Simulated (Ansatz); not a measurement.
Reactions of C2HF2I, SMILES `FC=C(F)I`.

Gas-phase electronic energies from Ansatz, PBE0-D4/def2-TZVP geometries. CCSD(T)/CBS is the MP2 limit (def2-TZVPP, def2-QZVPP) plus CCSD(T) − MP2 in def2-TZVPP, frozen cores. This one scheme is used for every species, atoms too. Double bonds are as drawn, so ΔE can hold a change between cis and trans. No spin–orbit coupling; open shells (•) take unrestricted orbitals. Spin–orbit coupling would lower the free atoms: a little for C, F; strongly for I. def2 core potentials past Kr. For I outer-core shells are correlated without core-valence functions, so the limit isn't a true one: a few kJ/mol of doubt a bond, and 10 to 20 or more in all where bonds break to atoms. One conformer a species, not always the lowest.

Task: Order these by ΔE at CCSD(T)/CBS, lowest first. (Estimate.)
A. `F/C=C(/F)I` + H₂ → `F/C=C\I` + H–F
B. `F/C=C(/F)I` + HCl → `F/C=C(\F)Cl` + HI
C. `F/C=C(/F)I` + H₂O → `O/C=C(/F)I` + H–F
D. `F/C=C(/F)I` + HI → `F/C(I)=C\I` + H–F
E. `F/C=C(/F)I` + H₂ → `F/C=C/F` + HI
F. `F/C=C(/F)I` → 2 C• + 2 F• + H• + I•

Result: A (-132.2 kJ/mol), E (-72.8 kJ/mol), D (-62.4 kJ/mol), C (-29.6 kJ/mol), B (+14.0 kJ/mol), F (+2211.7 kJ/mol).

Largest T1 diagnostic: 0.012, for `F/C=C/F`.
